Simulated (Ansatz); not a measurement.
System: C$_{6}$H$_{12}$Cl, net charge 0, doublet state. It need not be the lowest isomer of its formula. 
Structure (B3LYP-D3(BJ)/def2-TZVP (Ansatz, a first-principles code) minimum search):
```
C
H 1 1.0940
H 1 1.0965 2 106.52
C 1 1.5195 2 108.79 3 -114.73
H 4 1.0897 1 110.15 2 -173.91
C 4 1.5157 5 110.49 1 125.99
H 6 1.0890 4 111.22 5 56.72
H 6 1.0907 7 108.47 4 -121.98
H 6 1.0930 7 108.50 8 -117.57
C 1 1.5239 2 110.22 3 118.40
H 10 1.0921 1 109.44 2 63.51
H 10 1.0946 11 106.52 1 -118.29
C 10 1.5300 11 109.30 12 -117.88
H 13 1.0967 10 109.96 11 -179.56
H 13 1.1035 14 104.72 10 -116.16
C 13 1.4839 14 109.91 15 -117.97
H 16 1.0812 13 121.04 14 36.89
H 16 1.0821 17 117.89 13 -172.19
Cl 4 1.8306 5 103.77 1 -117.67
```
Charge 0, spin multiplicity 2.

Property: atomisation energy (electronic, to ground-state atoms), in eV. Valence correlation only, unless marked. Open shells are spin-unrestricted. No spin-orbit coupling. No relativistic terms. The coupled-cluster limit lacks core correlation, which all-electron functionals hold. Basis-set limits of correlation are two-point, X^-3; Hartree-Fock from the larger set. [CCSD(T)-MP2]/basis is that difference in the basis named.

| level | program | atomisation energy (eV) | minus last row |
|---|---|---|---|
| PBE0/6-31G* | Ansatz | 77.11 | 0.66 |
| PBE-QIDH/def2-TZVPD | Ansatz | 76.29 | -0.16 |
| MP2/6-31G | Ansatz | 66.41 | -10.04 |
| MP2/6-31G* | Ansatz | 70.83 | -5.62 |
| SCS-MP2/cc-pV(T+d)Z | Ansatz | 75.20 | -1.25 |
| CCSD/cc-pV(D+d)Z | Ansatz | 70.66 | -5.79 |
| RI-MP2/CBS(cc-pV(T+d)Z,cc-pV(Q+d)Z)+[CCSD(T)-MP2]/cc-pV(T+d)Z | Ansatz | 76.45 | 0.00 |
